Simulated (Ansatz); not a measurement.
Process, species as SMILES: N=C=[OH+] -> [NH2+]=C=O
Structures are relaxed separately at B3LYP-D3(BJ)/def2-TZVP in Ansatz (a quantum-chemistry and plane-wave program).

Quantity: isomerisation energy (electronic energy difference), in kcal/mol. Correlated levels leave the core frozen unless marked. Spin-orbit coupling is left out. No relativistic terms. CBS marks a two-point X^-3 extrapolation of the correlation energy; Hartree-Fock from the larger set.

```csv
level,program,isomerisation energy (kcal/mol)
BHLYP-D4/def2-TZVPD,Ansatz + dftd4,-16.6
```

Task: Estimate the value at CCSD(T)/CBS(cc-pVTZ,cc-pVQZ) as computed with Ansatz.

Result: -16.8 kcal/mol
